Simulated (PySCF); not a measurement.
Si(Me)(vinyl)(OH)2 (C3H8O2Si), SMILES C=C[Si](C)(O)O.

The structure is a stationary point at PBE0-D3(BJ)/def2-SVP. Other conformers were not sampled.

Level of theory: PBE0-D3(BJ)/def2-SVP (PySCF).

Frequencies are harmonic and unscaled.

Computed normal modes with their intensities:
```
mode  ν (cm⁻¹)  IR (km/mol)  moving atoms (share of kinetic energy)
----  --------  -----------  --------------------------------------
1           69         19.4                          H 51 %, C 42 %
2          115         20.3                  H 61 %, C 21 %, O 16 %
3          136          4.0                                  H 93 %
4          171          2.8                  O 35 %, C 29 %, H 29 %
5          218         54.7                  H 52 %, C 26 %, O 22 %
6          231         18.8          H 35 %, O 35 %, C 22 %, Si 8 %
7          250         69.7                  H 75 %, O 10 %, C 10 %
8          280         14.6         H 37 %, O 31 %, C 20 %, Si 12 %
9          342         55.0                 O 59 %, H 23 %, Si 10 %
10         407         32.3         C 43 %, Si 20 %, H 19 %, O 17 %
11         549         46.1                          H 60 %, C 36 %
12         633          2.2                  C 54 %, H 24 %, O 16 %
13         718         44.9                 H 39 %, C 34 %, Si 21 %
14         744         69.2                          H 82 %, C 14 %
15         779         73.6                  H 56 %, O 25 %, C 13 %
16         793         99.9                  H 59 %, O 25 %, C 10 %
17         852        292.0          H 51 %, Si 21 %, O 18 %, C 9 %
18         898        141.7                 Si 35 %, H 34 %, O 27 %
19         954        130.9                 Si 45 %, O 33 %, H 20 %
20        1002         19.0                          H 76 %, C 22 %
21        1003         36.6                          H 75 %, C 21 %
22        1053         15.3                                  H 93 %
23        1269         49.1                          H 75 %, C 24 %
24        1274          3.5                          H 72 %, C 28 %
25        1414         21.2                          H 85 %, C 15 %
26        1424          4.0                                  H 96 %
27        1427          3.2                                  H 96 %
28        1685         14.6                          C 87 %, H 13 %
29        3059          0.8                                  H 97 %
30        3134         16.0                                  H 95 %
31        3153          3.3                           H 92 %, C 8 %
32        3162          3.9                           H 91 %, C 9 %
33        3170          1.9                           H 91 %, C 9 %
34        3232          7.4                          H 89 %, C 11 %
35        3933         90.4                                  H 94 %
36        3945         77.7                                  H 94 %
```
